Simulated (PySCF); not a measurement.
C2H6O, SMILES CCO. Atoms are numbered in the order given.

```xyz
9

C     -0.8459     0.5987    -0.6598
C      0.0784    -0.5128    -0.2129
O      0.9074    -0.1366     0.8678
H     -1.4354     0.2888    -1.5267
H     -0.2739     1.4889    -0.9294
H     -1.5466     0.8709     0.1358
H      0.7600    -0.7862    -1.0218
H     -0.5030    -1.4117     0.0362
H      0.3444     0.1263     1.6003
```
Charge 0, spin multiplicity 1.

Coordinates come from a PBE0-D3(BJ)/def2-TZVP optimisation. One conformer was computed; it need not be the lowest.

Computed with PBE0/pcJ-1 (PySCF).

Isotropic couplings with Fermi-contact, spin-dipole and both spin-orbit terms, one fixed conformer, no vibrational averaging. Isotopes: 13C, 1H.

```json
[
 {"pair": "C1–C2", "bonds apart": "1", "J (Hz)": "(withheld)"},
 {"pair": "C1–H4", "bonds apart": "1", "J (Hz)": "(withheld)"},
 {"pair": "C1–H5", "bonds apart": "1", "J (Hz)": "(withheld)"},
 {"pair": "C1–H6", "bonds apart": "1", "J (Hz)": "(withheld)"},
 {"pair": "C2–H7", "bonds apart": "1", "J (Hz)": "140.2"},
 {"pair": "C2–H8", "bonds apart": "1", "J (Hz)": "134.2"},
 {"pair": "C1–H7", "bonds apart": "2", "J (Hz)": "-2.8"},
 {"pair": "C2–H4", "bonds apart": "2", "J (Hz)": "(withheld)"},
 {"pair": "C2–H5", "bonds apart": "2", "J (Hz)": "(withheld)"},
 {"pair": "C2–H6", "bonds apart": "2", "J (Hz)": "(withheld)"},
 {"pair": "C2–H9", "bonds apart": "2", "J (Hz)": "(withheld)"},
 {"pair": "H4–H5", "bonds apart": "2", "J (Hz)": "-14.6"},
 {"pair": "H4–H6", "bonds apart": "2", "J (Hz)": "-15.2"},
 {"pair": "H5–H6", "bonds apart": "2", "J (Hz)": "-12.8"},
 {"pair": "H7–H8", "bonds apart": "2", "J (Hz)": "-12.8"},
 {"pair": "C1–H9", "bonds apart": "3", "J (Hz)": "0.9"},
 {"pair": "H4–H7", "bonds apart": "3", "J (Hz)": "(withheld)"},
 {"pair": "H4–H8", "bonds apart": "3", "J (Hz)": "(withheld)"},
 {"pair": "H5–H7", "bonds apart": "3", "J (Hz)": "(withheld)"},
 {"pair": "H5–H8", "bonds apart": "3", "J (Hz)": "(withheld)"},
 {"pair": "H6–H7", "bonds apart": "3", "J (Hz)": "(withheld)"},
 {"pair": "H6–H8", "bonds apart": "3", "J (Hz)": "(withheld)"},
 {"pair": "H7–H9", "bonds apart": "3", "J (Hz)": "15.8"},
 {"pair": "H8–H9", "bonds apart": "3", "J (Hz)": "1.3"},
 {"pair": "H4–H9", "bonds apart": "4", "J (Hz)": "-1.1"},
 {"pair": "H5–H9", "bonds apart": "4", "J (Hz)": "-0.4"}
]
```

Problem. Fill in the missing entries. (An estimate is asked for; the answer gives what the named calculation found.)

Solution. 
- C1–C2, J (Hz): 36.8
- C1–H4, J (Hz): 120.7
- C1–H5, J (Hz): 126.9
- C1–H6, J (Hz): 121.5
- C2–H4, J (Hz): -0.8
- C2–H5, J (Hz): -6.4
- C2–H6, J (Hz): -5.9
- C2–H9, J (Hz): -3.0
- H4–H7, J (Hz): 2.5
- H4–H8, J (Hz): 1.6
- H5–H7, J (Hz): 5.0
- H5–H8, J (Hz): 14.2
- H6–H7, J (Hz): 14.8
- H6–H8, J (Hz): 5.2
